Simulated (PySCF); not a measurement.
C2H6Sb, multiplicity 2. Atoms are numbered in the order given.

```xyz
9

Sb     0.0000     0.0000     0.4184
C      1.5908     0.0000    -1.0989
H      1.4969     0.8957    -1.7317
H      2.5768     0.0000    -0.6129
H      1.4969    -0.8957    -1.7317
C     -1.5908     0.0000    -1.0989
H     -1.4969     0.8957    -1.7317
H     -1.4969    -0.8957    -1.7317
H     -2.5768     0.0000    -0.6129
```
Charge 0, spin multiplicity 2.

Geometry: B3LYP-D3(BJ)/def2-SVP. The spin state was assumed, not searched. The isomer is the one that the SMILES or the coordinates give; other isomers of the formula were not compared. The def2 effective core potentials stand for the cores of Sb; spin–orbit coupling is left out.

These are PySCF with B3LYP/def2-TZVPD values and carry that method's errors.

Mulliken values depend strongly on the basis, most of all with diffuse functions as here. ESP charges are fitted to the potential on shells at 1.4 to 2.0 van der Waals radii. Atomic charges (e):

```tsv
atom	ESP fit	Mulliken	Mulliken spin
Sb1	(withheld)	0.49	1.07
C2	(withheld)	-1.01	-0.06
H3	(withheld)	0.26	0.02
H4	(withheld)	0.25	0.00
H5	(withheld)	0.26	0.02
C6	(withheld)	-1.01	-0.06
H7	(withheld)	0.26	0.02
H8	(withheld)	0.26	0.02
H9	(withheld)	0.25	0.00
```

Task: Some entries are withheld; supply them. (Estimate from the structure and the level; the computed values follow.)

Result: 
- Sb1, ESP fit: -0.02
- C2, ESP fit: -0.18
- H3, ESP fit: 0.06
- H4, ESP fit: 0.06
- H5, ESP fit: 0.06
- C6, ESP fit: -0.18
- H7, ESP fit: 0.06
- H8, ESP fit: 0.06
- H9, ESP fit: 0.06
